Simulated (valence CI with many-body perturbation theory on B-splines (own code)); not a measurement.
# E1 transitions of Co5+

Calculated by valence CI with perturbative core correlation (CI+MBPT): four valence electrons over a frozen Dirac-Fock core [Ar], radial functions for each j: 7 s, 7 p, 8 d, 6 f, 4 g, 1 h, with the one-electron correlation potential Σ1, the two-electron term Σ2, the three-electron term Σ3, Breit, model QED; selected CI, second order for the rest, scaled by the run's own slope (own B-spline code, finite nucleus).

Set against measurement, 63 paired levels are off by 2097 cm⁻¹ on average, the worst by 5075. These come from a selection out of Sugar and Corliss, J. Phys. Chem. Ref. Data 10, 1097 (1981). Levels without a partner in it may be off by more, other configurations by 1,000 to 8,000 cm⁻¹. The list stops below the first excitations out of the core.

Lines 101 to 150 of 207 in falling wavelength, among levels below 353210 cm⁻¹, chosen from the strongest by gf and those to the six lowest levels. Wavelengths and rates use the calculated energies, so an error of 2000 cm⁻¹ moves a line at 41.22 nm by 0.82 % and its rate by three times that or more. Electric multipoles are in the length gauge, E1 and E2 with the static RPA response of the core. Weak lines are less certain than strong ones. Lines between different terms over intervals too small for the method are left out, as are lines whose strength nearly cancels. The highest levels of a list are the least certain.

Names give the largest LS component (configuration and term), which can be under half, so a name can repeat, a term be missing and a line seem to break the LS rules; names also repeat where a configuration has a term twice. Letters in brackets count levels of one name in rising energy.

| λ vac (nm) | λ from measured levels | Upper | Lower | A (s⁻¹) | S (a.u.) with core polarisation | S without |
| --- | --- | --- | --- | --- | --- | --- |
| 123.6 |  | 3d3 4p 5G°_4 | 3d3 4s 5F_3 | 8.13e+08 | 6.82e+00 | 7.73e+00 |
| 122.8 |  | 3d3 4p 5G°_5 | 3d3 4s 5F_4 | 9.30e+08 | 9.34e+00 | 1.06e+01 |
| 120.7 |  | 3d3 4p 5D°_2 | 3d3 4s 5F_3 | 8.00e+08 | 3.48e+00 | 3.94e+00 |
| 120.7 |  | 3d3 4p 3D°_1 | 3d3 4s 5F_2 | 5.51e+08 | 1.43e+00 | 1.63e+00 |
| 120.1 |  | 3d3 4p 3D°_1 | 3d3 4s 5F_1 | 6.76e+07 | 1.73e-01 | 1.96e-01 |
| 119.9 |  | 3d3 4p 5D°_2 | 3d3 4s 5F_2 | 6.31e+04 | 2.69e-04 | 3.12e-04 |
| 119.3 |  | 3d3 4p 5D°_2 | 3d3 4s 5F_1 | 1.78e+07 | 7.45e-02 | 8.43e-02 |
| 46.73 |  | 3d3 4p 3D°_1 | 3d4 1S_0 [b] | 2.97e+03 | 4.48e-07 | 4.99e-07 |
| 41.22 | 40.48 | 3d3 4p 5G°_2 | 3d4 1D_2 [b] | 6.20e+02 | 1.07e-07 | 1.25e-07 |
| 41.08 |  | 3d3 4p 5G°_3 | 3d4 1D_2 [b] | 1.06e+02 | 2.53e-08 | 2.84e-08 |
| 40.68 |  | 3d3 4p 3D°_1 | 3d4 1D_2 [b] | 5.72e+04 | 5.70e-06 | 6.18e-06 |
| 40.59 |  | 3d3 4p 5D°_2 | 3d4 1D_2 [b] | 2.84e+03 | 4.68e-07 | 5.24e-07 |
| 37.07 |  | 3d3 4p 5G°_3 | 3d4 1G_4 [b] | 1.38e+03 | 2.43e-07 | 2.65e-07 |
| 36.93 |  | 3d3 4p 5G°_4 | 3d4 1G_4 [b] | 4.07e+03 | 9.10e-07 | 9.98e-07 |
| 36.75 |  | 3d3 4p 5G°_5 | 3d4 1G_4 [b] | 4.26e+03 | 1.15e-06 | 1.21e-06 |
| 36.04 | 35.46 | 3d3 4p 5G°_2 | 3d4 3P_1 [b] | 7.13e+02 | 8.24e-08 | 8.95e-08 |
| 35.91 | 35.39 | 3d3 4p 5G°_2 | 3d4 3F_3 [b] | 9.20e+05 | 1.05e-04 | 1.15e-04 |
| 35.90 | 35.38 | 3d3 4p 5G°_2 | 3d4 3F_2 [b] | 6.90e+06 | 7.88e-04 | 8.59e-04 |
| 35.85 | 35.28 | 3d3 4p 5G°_2 | 3d4 3P_2 [b] | 5.56e+03 | 6.32e-07 | 6.69e-07 |
| 35.80 |  | 3d3 4p 5G°_3 | 3d4 3F_3 [b] | 4.93e+06 | 7.82e-04 | 8.53e-04 |
| 35.79 |  | 3d3 4p 5G°_3 | 3d4 3F_2 [b] | 3.90e+04 | 6.17e-06 | 6.80e-06 |
| 35.78 |  | 3d3 4p 5G°_3 | 3d4 3F_4 [b] | 4.61e+05 | 7.29e-05 | 7.96e-05 |
| 35.75 |  | 3d3 4p 5G°_3 | 3d4 3P_2 [b] | 8.75e+02 | 1.38e-07 | 1.50e-07 |
| 35.71 |  | 3d3 4p 3D°_1 | 3d4 3P_0 [b] | 7.73e+06 | 5.21e-04 | 5.76e-04 |
| 35.66 |  | 3d3 4p 5G°_4 | 3d4 3F_3 [b] | 8.46e+04 | 1.71e-05 | 1.85e-05 |
| 35.64 |  | 3d3 4p 5G°_4 | 3d4 3F_4 [b] | 2.80e+06 | 5.63e-04 | 6.15e-04 |
| 35.62 |  | 3d3 4p 3D°_1 | 3d4 3P_1 [b] | 5.87e+06 | 3.93e-04 | 4.34e-04 |
| 35.55 |  | 3d3 4p 5D°_2 | 3d4 3P_1 [b] | 7.40e+06 | 8.21e-04 | 9.07e-04 |
| 35.48 |  | 3d3 4p 3D°_1 | 3d4 3F_2 [b] | 4.35e+07 | 2.88e-03 | 3.19e-03 |
| 35.47 |  | 3d3 4p 5G°_5 | 3d4 3F_4 [b] | 6.64e+05 | 1.61e-04 | 1.75e-04 |
| 35.44 |  | 3d3 4p 3D°_1 | 3d4 3P_2 [b] | 1.43e+05 | 9.42e-06 | 1.05e-05 |
| 35.42 |  | 3d3 4p 5D°_2 | 3d4 3F_3 [b] | 3.38e+07 | 3.71e-03 | 4.10e-03 |
| 35.41 |  | 3d3 4p 5D°_2 | 3d4 3F_2 [b] | 5.31e+04 | 5.82e-06 | 7.17e-06 |
| 35.37 |  | 3d3 4p 5D°_2 | 3d4 3P_2 [b] | 2.67e+06 | 2.92e-04 | 3.23e-04 |
| 34.51 | 34.05 | 3d3 4p 5G°_2 | 3d4 1F_3 | 8.90e+03 | 9.02e-07 | 9.56e-07 |
| 34.41 |  | 3d3 4p 5G°_3 | 3d4 1F_3 | 6.43e+04 | 9.06e-06 | 9.88e-06 |
| 34.28 |  | 3d3 4p 5G°_4 | 3d4 1F_3 | 2.04e+03 | 3.65e-07 | 4.01e-07 |
| 34.06 |  | 3d3 4p 5D°_2 | 3d4 1F_3 | 2.66e+05 | 2.59e-05 | 2.82e-05 |
| 33.70 | 33.24 | 3d3 4p 5G°_2 | 3d4 1D_2 [a] | 1.09e+05 | 1.03e-05 | 1.13e-05 |
| 33.61 |  | 3d3 4p 5G°_3 | 3d4 1D_2 [a] | 4.13e+02 | 5.41e-08 | 5.92e-08 |
| 33.34 |  | 3d3 4p 3D°_1 | 3d4 1D_2 [a] | 1.02e+06 | 5.61e-05 | 6.21e-05 |
| 33.28 |  | 3d3 4p 5D°_2 | 3d4 1D_2 [a] | 3.33e+05 | 3.02e-05 | 3.29e-05 |
| 32.61 |  | 3d3 4p 3D°_1 | 3d4 1S_0 [a] | 1.35e+06 | 6.94e-05 | 7.47e-05 |
| 32.55 | 32.10 | 3d3 4p 5G°_2 | 3d4 3D_1 | 3.77e+06 | 3.21e-04 | 3.47e-04 |
| 32.52 | 32.08 | 3d3 4p 5G°_2 | 3d4 3D_2 | 1.16e+06 | 9.86e-05 | 1.07e-04 |
| 32.50 | 32.06 | 3d3 4p 5G°_2 | 3d4 3D_3 | 6.06e+04 | 5.14e-06 | 5.53e-06 |
| 32.43 |  | 3d3 4p 5G°_3 | 3d4 3D_2 | 2.82e+06 | 3.33e-04 | 3.59e-04 |
| 32.42 |  | 3d3 4p 5G°_3 | 3d4 3D_3 | 7.37e+05 | 8.67e-05 | 9.36e-05 |
| 32.38 |  | 3d3 4p 5G°_3 | 3d4 1G_4 [a] | 1.41e+03 | 1.65e-07 | 1.85e-07 |
| 32.30 |  | 3d3 4p 5G°_4 | 3d4 3D_3 | 1.69e+06 | 2.53e-04 | 2.74e-04 |
